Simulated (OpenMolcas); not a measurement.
V3+: ligand-field states by method

V3+ with its 6 nearest chloride ions at 2.416 Å, on the Zr site of Cs2ZrCl6 (a = 10.407 Å, distance in the model lattice 2.446 Å). The rest of the host is ab initio model potentials to 7.6 Å and point charges beyond; the distance is set by hand and nothing relaxes, and no local charge compensation is placed. Ligand basis ANO-RCC-VDZP.

```
Program             : OpenMolcas 26.06
Basis               : ANO-RCC-VTZP [6s5p3d2f1g]
Scalar Hamiltonian  : DKH2, point nucleus
Active space        : 2 electrons in 5 orbitals (3d)
State averaging     : 2S+1 = 3 even, 10 roots; 2S+1 = 1 even, 15 roots
Spin-orbit coupling : RASSI with atomic mean-field integrals over the reference wave functions
```

I. CASSCF
II. SS-CASPT2, IPEA 0.25 Eh, imaginary shift 0.1 Eh (closed shells correlated: 3s 3p and the ligand valence shells)
III. SS-CASPT2, IPEA 0 Eh, imaginary shift 0.1 Eh (closed shells correlated: 3s 3p and the ligand valence shells)

Spin-free states (labels of O, the rotations of Oh) in cm-1, each column counted from its own energy of the first state listed:

| State | Degeneracy | I | II | III |
| --- | --- | --- | --- | --- |
| 3T1 | 3 | 0 | 0 | 0 |
| 3T2 | 3 | 10309 | 13140 | 13120 |
| 1T2 | 3 | 13411 | 8930 | 9010 |
| 1E | 2 | 13888 | 9710 | 9770 |
| 3A2 | 1 | 22069 | 27390 | 26950 |
| 3T1 | 3 | 22949 | 22290 | 21770 |
| 1T2 | 3 | 25274 | 23320 | 22940 |
| 1A1 | 1 | 26346 | 20260 | 19220 |
| 1T1 | 3 | 28061 | 26490 | 26510 |
| 1E | 2 | 36402 | 37520 | 37180 |
| 1A1 | 1 | 56225 | 50090 | 49010 |

From I to II, I's first state of the same spin (3T2) moves from 10309 to 13140 cm-1, by about +2800 cm-1.

From I to II, I's first state of another spin (1T2) moves from 13411 to 8930 cm-1, by about -4500 cm-1.

I: A least-squares ligand-field fit to the states below 45000 cm-1, each weighted by its degeneracy and with a free common offset, gives 10Dq = 11364 cm-1, B = 927 cm-1 and C = 3454 cm-1 (C/B = 3.73), with an rms deviation of 208 cm-1. The same method and metal basis give the free ion B = 1080 cm-1 (fit to its terms below 60000 cm-1, rms deviation 55 cm-1), so the nephelauxetic ratio is β = 927 / 1080 = 0.86; it hangs on how both fits weigh the states, and computed free-ion B values tend to be too large, so β mixes covalency with correlation.

II: A least-squares ligand-field fit to the states below 45000 cm-1, each weighted by its degeneracy and with a free common offset, gives 10Dq = 14262 cm-1, B = 712 cm-1 and C = 2267 cm-1 (C/B = 3.18), with an rms deviation of 254 cm-1. The same method and metal basis give the free ion B = 978 cm-1 (fit to its terms below 60000 cm-1, rms deviation 640 cm-1), so the nephelauxetic ratio is β = 712 / 978 = 0.73; it hangs on how both fits weigh the states, and computed free-ion B values tend to be too large, so β mixes covalency with correlation.

III: A least-squares ligand-field fit to the states below 45000 cm-1, each weighted by its degeneracy and with a free common offset, gives 10Dq = 14114 cm-1, B = 682 cm-1 and C = 2304 cm-1 (C/B = 3.38), with an rms deviation of 371 cm-1. The same method and metal basis give the free ion B = 969 cm-1 (fit to its terms below 60000 cm-1, rms deviation 755 cm-1), so the nephelauxetic ratio is β = 682 / 969 = 0.70; it hangs on how both fits weigh the states, and computed free-ion B values tend to be too large, so β mixes covalency with correlation.

From I to II, 10Dq changes by +25 %, B by -23 % and C by -34 %.

χT at 300 K: I 0.91, II 0.91, III 0.91 cm3 K/mol.

Roots that are degenerate in the reference are averaged as groups; the widest CASPT2 spread within a group is 390 cm-1 (the 3-fold group of multiplicity 1 near 22900 cm-1 above the lowest state of its run, III). Shifts and gaps below about the spread of the groups concerned are not significant. Over all roots computed the reference weight is 0.67 to 0.68 in II, 0.66 to 0.68 in III; a low but even weight reflects the number of correlated electrons. An orbital triplet at a regular site is open to Jahn-Teller coupling, which can distort the site and quench the lowest spin-orbit gaps and is left out. Ligand-to-metal charge-transfer states are missing. With no ligand orbital active B as a rule stays too high, so bands that hang on it stand too high and its fall with covalency is understated. Without dynamic correlation the repulsion within the d shell is too large (B by tens of per cent), so at a given field states of lower spin stand too high (holds for I). With metal d orbitals alone and no dynamic correlation the field as a rule comes out too small, by tens of per cent, by up to half for chloride and softer ligands (holds for I). With one d shell and no ligand orbital active, 10Dq can be off by a tenth or more (holds for II; III). No measured value stands beside these numbers; the geometry was set by hand and not optimised.
